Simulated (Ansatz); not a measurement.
The cluster Na₄H₅. The state is a doublet with charge 0. Geometry PBE-D4/def2-SVP, loosely relaxed; atoms count from 1.

```xyz
9

Na   -2.348    1.904    1.275
Na    0.241   -0.215    1.182
Na    1.396   -1.107   -2.791
Na   -1.077    0.913   -1.956
H     2.196   -1.804    0.456
H    -1.025    0.803    2.414
H     2.534   -2.091    1.090
H     0.458   -0.360   -0.904
H    -2.375    1.957   -0.767
```

The geometry of the charge 0 doublet is only loosely relaxed. In the doublet, H5 and H7 lie 0.77 Å apart (atoms count from 1), so H2 has formed as a molecule. The structure comes from a short search, and lower isomers may exist.

Q: Estimate the Mulliken populations from the PBE0/def2-TZVP orbitals of Ansatz.

A: 
```tsv
atom	charge (e)	spin (α − β)
Na1	0.29	0.01
Na2	0.51	0.02
Na3	0.01	0.79
Na4	0.38	0.15
H5	0.01	0.00
H6	-0.33	0.00
H7	0.01	0.00
H8	-0.54	0.03
H9	-0.34	0.00
```
Mulliken values depend strongly on the basis.

Q: Where does the spin sit?

A: Summed by element: Na 0.97, H 0.03, of 1 unpaired in all. Largest on single atoms: Na3 0.79, Na4 0.15, H8 0.03.
